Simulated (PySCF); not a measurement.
Structure from NMR data

An unknown has the formula C$_{5}$H$_{8}$O$_{4}$Si. Its calculated NMR data are:

$^{1}$H NMR (400 MHz, computed): δ 6.14 (m, 1H), 6.03 (m, 1H), 5.95 (m, 1H), 5.82 (m, 1H), 5.08 (m, 1H), 4.73 (s, 3H).

$^{13}$C{$^{1}$H} NMR (computed): δ 157.7 (C), 139.0 (CH), 123.4 (CH2), 97.7 (CH), 85.1 (CH).

PySCF 2.14 calculation with PBE0/pcSseg-1 with gauge-including orbitals and coordinates at the GFN2-xTB level; no relativistic terms, gas phase, single conformer, fast rotation and ring inversion assumed for equivalent nuclei.

Chemical shifts δ = σref − σ; TMS for $^{1}$H and $^{13}$C, all at this level.

Task: Propose a structure and justify it.

Result: 
- Rings plus π bonds: 3 (1 ring in the answer).
- 5 carbon signals for 5 carbons: no two carbons are equivalent.
- Carbon types of the structure: 1 × C, 3 × CH, 1 × CH2, leaving 3 H on heteroatoms.
- δC 157.7: carbonate carbon; it is a carbonyl in resonance with an O or N lone pair, the region of acids, esters and amides.
- δC 139.0: alkene CH; the olefinic region.
- δC 123.4: terminal =CH2 carbon; the olefinic region.
- δC 97.7: sp3 carbon bearing two oxygens; 2 electronegative neighbours deshield it.
- δC 85.1: allylic sp3 CH bonded to O; deshielded by the electronegative neighbour.
- δH 6.14, 5.82: hydrogen on a terminal =CH2 carbon; attached to an sp2 carbon and in the plane of the double bond.
- δH 5.95: hydrogen on an sp3 carbon bearing two oxygens; its carbon carries O, which withdraws density.

The compound is SMILES O1C(=O)O[C@@H](C=C)[C@H]1O[SiH3].

The data come from this structure; uniqueness wasn't tested.

Shifts are as computed. Against solution values, carbons near 30 ppm lie about +3 ppm off and those near 130 ppm about +5 ppm. Of 1309 compounds with measured shifts, 239 miss one by over three times the rms of a fit or turn the order of signals round; such compounds aren't used in these exercises. Multiplicities follow the n + 1 count of equivalent neighbours, as no J values were calculated; m marks all less simple cases, F and P coupling included.
